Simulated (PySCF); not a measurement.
Compound: C7H15P.
SMILES: `CC[C@@H]1[C@@H](C)CP1C`

Level of theory: TDDFT CAM-B3LYP/def2-SVPD, vertical, gas phase, core orbitals frozen in the response in PySCF 2.14.0, density-fitted response routines. Geometry: PBE0-D3(BJ)/def2-SVP, one conformer, isolated molecule.

**Question.** Predict the UV-vis stick spectrum at this level.

**Answer.** 

| state | E (eV) | λ (nm) | f | main configurations (H = HOMO, L = LUMO) |
| --- | --- | --- | --- | --- |
| S1 | 6.06 | 204.5 | 0.079 | H→L+2 (50%), H→L+1 (14%), H→L+4 (11%) |
| S2 | 6.28 | 197.6 | 0.056 | H→L (40%), H→L+1 (35%), H→L+4 (8%) |
| S3 | 6.70 | 185.1 | 0.013 | H→L (48%), H→L+5 (19%), H→L+1 (16%) |
| S4 | 6.90 | 179.6 | 0.093 | H→L+3 (77%) |
| S5 | 7.23 | 171.6 | 0.028 | H→L+4 (52%), H→L+1 (21%) |
| S6 | 7.37 | 168.3 | 0.0077 | H→L+5 (51%), H→L+2 (26%) |
| S7 | 7.86 | 157.8 | 0.0030 | H→L+8 (16%), H→L+6 (14%), H-1→L+2 (12%) |
| S8 | 7.90 | 156.9 | 0.0063 | H→L+7 (29%), H-2→L+2 (20%), H→L+8 (9%) |
| S9 | 7.93 | 156.4 | 0.029 | H→L+6 (36%), H→L+7 (26%) |
| S10 | 8.03 | 154.5 | 0.015 | H→L+7 (15%), H→L+6 (15%), H→L+8 (13%) |

Triplets (Tamm–Dancoff): T1 4.91 eV, H→L+2 (40%), H→L+5 (15%), H→L+4 (15%); T2 5.42 eV, H→L+1 (25%), H→L+4 (18%), H→L (16%); T3 6.46 eV, H→L (66%), H→L+5 (15%); T4 6.73 eV, H→L+3 (75%), H→L+8 (9%).

The lowest singlet comes at 204 nm (585 kJ/mol) in the ultraviolet; it is of moderate strength; its leading configuration is HOMO→LUMO+2 (50%). The most intense listed level is S4 at 6.90 eV (180 nm, f = 0.093), 0.84 eV above S1. Löwdin shares by element: HOMO phosphorus 56%, carbon 29% or more; LUMO carbon 28% or more, hydrogen 16% or more (atoms not listed hold the other 56%). Orbital energies (eV): HOMO-3 -10.23, HOMO-2 -9.68, HOMO-1 -9.47, HOMO -7.63, LUMO 1.43, LUMO+1 1.52, LUMO+2 1.61. The oscillator strengths of these states sum to 0.329; summed over the whole spectrum of an exact calculation they would give the number of electrons, 72 (Thomas–Reiche–Kuhn). Of the 10 states listed, 7 reach f = 0.01 and none stays under 0.0005. The vertical ionisation energy (ΔSCF) is 8.28 eV, 0.26 eV above S10. The window holds the lowest 10 singlets.
